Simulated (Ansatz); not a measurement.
Gas-phase electronic energies from Ansatz, PBE0-D4/def2-TZVP geometries. CBS: MP2 limit from def2 TZ/QZ plus the TZ coupled-cluster correction, frozen cores. DFT in def2-TZVPP. B3LYP here is the variant with VWN-RPA as its local correlation; programs differ in this. Each species was taken in one conformer, which may not be the lowest.

`BC[O][AlH][Cl]` + `N[SiH]([SiH3])S` → `BN[SiH]([SiH3])S` + `C[O][AlH][Cl]`  (ligand exchange at a B–C bond)

`BC[O][AlH][Cl]`:

Cartesian coordinates in Å:
```
B 0.182 1.412 0.714
C -0.273 0.781 -0.624
O -0.759 -0.539 -0.609
Al -0.144 -1.998 -0.060
Cl 1.852 -2.065 0.583
H 0.104 0.817 1.751
H 0.599 2.533 0.700
H 0.542 0.895 -1.359
H -1.063 1.443 -1.024
H -1.040 -3.279 -0.072
```

`N[SiH]([SiH3])S`:

Cartesian coordinates in Å:
```
N -0.208 1.674 0.948
Si -0.525 0.048 0.512
Si 0.400 -0.428 -1.583
S 0.355 -1.314 1.939
H 0.734 2.032 0.945
H -0.773 2.129 1.646
H -2.005 -0.103 0.522
H 0.356 -1.896 -1.828
H 1.824 0.008 -1.600
H -0.325 0.262 -2.685
H 0.167 -2.410 1.184
```

`BN[SiH]([SiH3])S`:

Z-matrix (Å, degrees):
```
Si
N 1 1.746
S 1 2.142 2 112.0
Si 1 2.337 2 110.3 3 123.4
H 1 1.487 2 109.5 3 -112.0
B 2 1.398 1 126.4 3 -118.6
H 2 1.012 1 116.4 3 59.5
H 3 1.344 1 94.9 2 68.5
H 4 1.488 1 106.8 2 175.1
H 4 1.486 1 112.7 2 55.3
H 4 1.487 1 109.7 2 -67.1
H 6 1.200 2 118.9 1 -0.5
H 6 1.197 2 120.1 1 179.3
```

`C[O][AlH][Cl]`:

```xyz
8

C     1.271    0.190   -0.137
O     0.014   -0.120   -0.669
Al   -1.545   -0.277   -0.085
Cl   -1.900    0.036    1.957
H     1.670    1.085   -0.624
H     1.232    0.373    0.943
H     1.965   -0.635   -0.321
H    -2.706   -0.651   -1.063
```

| level | ΔE (kcal/mol) | difference from CCSD(T)/CBS |
| --- | --- | --- |
| PBE-D4 | -33.9 | 0.8 |
| r2SCAN-D4 | -33.9 | 0.8 |
| PBE0-D4 | -34.0 | 0.7 |
| B3LYP-D4 | -34.6 | 0.1 |
| ωB97M-V | -34.2 | 0.5 |
| r2SCAN | -33.8 | 0.9 |
| PBE0 | -33.8 | 0.9 |
| B3LYP | -34.2 | 0.5 |
| HF/def2-TZVPP | -33.7 | 1.0 |
| MP2/def2-TZVPP | -36.0 | -1.3 |
| SCS-MP2/def2-TZVPP | -35.8 | -1.1 |
| CCSD(T)/def2-TZVPP | -35.5 | -0.8 |
| HF/def2-QZVPP | -33.7 | 1.0 |
| MP2/def2-QZVPP | -35.5 | -0.8 |
| HF/CBS(def2) | -33.6 | 1.1 |
| MP2/CBS(def2) | -35.2 | -0.5 |
| CCSD(T)/CBS | -34.7 | 0 |

Largest T1 diagnostic among the species: 0.013.

In def2-TZVPP, CCSD(T) changes the Hartree–Fock value by −1.8 kcal/mol (the triples alone add −0.5 kcal/mol) and MP2 by −2.3 kcal/mol.
